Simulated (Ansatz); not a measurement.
```xyz
12

C    -0.530    0.522   -1.776
C     0.211    0.475   -0.464
O    -0.344   -0.540    0.352
Si    0.225   -0.866    1.858
H    -1.588    0.737   -1.610
H    -0.115    1.301   -2.419
H    -0.451   -0.435   -2.294
H     0.141    1.445    0.048
H     1.277    0.273   -0.636
H     0.112    0.330    2.741
H     1.660   -1.265    1.810
H    -0.598   -1.976    2.390
```

Total charge 0; spin multiplicity 1.

Question: List the CAM-B3LYP/def2-TZVPP orbital energies in eV (Ansatz). (An estimate is asked.)

Answer: The calculation gave: Occupied: -1801.24, -522.39, -280.31, -278.56, -145.75, -101.11, -101.07, -101.06, -29.92, -22.81, -19.06, -17.02, -15.04, -14.46, -13.54, -12.34, -12.27, -11.21, -11.12, -10.30, -9.55. Lowest empty: 1.31, 2.36, 2.58, 2.83, 2.88, 3.69, 3.83, 4.19.
